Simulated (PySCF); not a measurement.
# Spinor energies of Sb³⁶⁺ (antimony, charge +36)

Start: [Ne] 3s2 3p3; 3p1/2 filled at m_j = -1/2, +1/2; 3p3/2 filled at m_j = +3/2. Calculated with PySCF 2.14 in an even-tempered Gaussian basis (19 s from 7 bohr⁻², ratio 2.4; 14 p from 9 bohr⁻², ratio 2.4; 4 d from 33 bohr⁻², ratio 2.6; 4 f from 50 bohr⁻², ratio 2.6): generalised Hartree-Fock with the X2C-1e Hamiltonian and a Gaussian nucleus; one run each with spin-orbit coupling (SO) switched off, then screened by Boettger's factors.

```csv
spinor shell,electrons,"ε, spin-free (eV)","ε, screened SO (eV)",weight of nominal j (screened SO),"rms radius, screened SO (bohr)"
1s1/2,2,-32726.5,-32720.9,1.000,0.0325
2s1/2,2,-6746.4,-6743.8,1.000,0.130
2p1/2,2,-6266.6,-6448.8,1.000,0.113
3s1/2,2,-2592.9,-2591.8,1.000,0.317
3p1/2,2,-2458.7,-2489.1,0.993,0.304
3p3/2,1,-2458.7,-2430.6,1.000,0.312
```

Where does 2p3/2 lie, and what is the 2p spin-orbit splitting (screened SO)?

At -6181.0 eV, 267.72 eV above 2p1/2.

```
   quantity    spin-free  screened SO
E (hartree)  -5407.86999  -5411.10183
        M_J          3/2          3/2
       ⟨J²⟩        3.750        3.751
       ⟨L²⟩        0.000        2.192
       ⟨S²⟩        3.750        1.689
```

Each row is a mean over spinors that exchange with the open shell spreads, by up to 23.574 eV (3s1/2).

Breit and QED terms are absent; they matter most for the inner s and p1/2 levels.

Densities and radii are taken from the X2C orbitals without a picture-change correction, which distorts them close to the nucleus.

Without spin-orbit coupling the j labels of p, d and f shells carry no meaning; the spin-free column gives the mean over the occupied spinors of each nl shell.
